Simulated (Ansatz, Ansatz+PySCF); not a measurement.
```yaml
atoms:
  - { symbol: Be, position_ang: [0.0000, 0.0000, -0.3804] }
  - { symbol: H, position_ang: [0.0000, 0.0000, 1.5216] }
```

Basis set: 6-31G (spherical functions). All electrons are correlated. Correlation on ROHF uses semicanonical orbitals with singles. Charge 0, multiplicity 2.

Computed with Ansatz (development build ahead of 0.2.0); each method stands on the lowest determinant of its kind that the runs found.

The atomization energy at this shape (free ground-state atoms in the same class of orbitals less the molecule, no zero-point energy) of doublet BeH:

```tsv
method	atomization energy
PBE0 (unrestricted)	32.14 kcal/mol
UHF-MP2	22.69 kcal/mol
ROHF-MP2	19.44 kcal/mol
UHF	23.70 kcal/mol
ROHF	21.65 kcal/mol
```

Q: What does ROHF-CCSD(T) give?

A: 16.69 kcal/mol. Caution for ROHF-CCSD(T), UHF-MP2, ROHF-MP2: bonds are stretched, where a single reference can fail. Caution for UHF: a free atom is spin contaminated.

This basis has no polarisation functions and is too small for such energies, which can lie far from measured ones in either direction.
